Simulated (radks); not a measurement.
Values are calculated unless marked as measured or tabulated.
Spherical quantum dot in the effective-mass picture: electrons in a parabolic well V = omega^2 r^2 / 2 with omega = 4.12, all in effective atomic units (hartree* = m*/eps^2 hartree, bohr* = eps/m* bohr), one dielectric constant everywhere. Level of theory: non-relativistic Kohn-Sham, PBE, spin-polarised, spherical densities (a radial shooting solver with Libxc functionals). Levels are named by radial order and angular momentum (1s, 1p, 1d, 2s, ...), and open shells are averaged over m. At N = 14 the configuration is 1s2 1p6 1d(up 5, down 1). Does electron 15 go into 1d down or 2s up or 2s down?

Answer. Into 1d down. The total energies of the other choices lie higher by 0.144 hartree* (2s up), 0.267 hartree* (2s down).
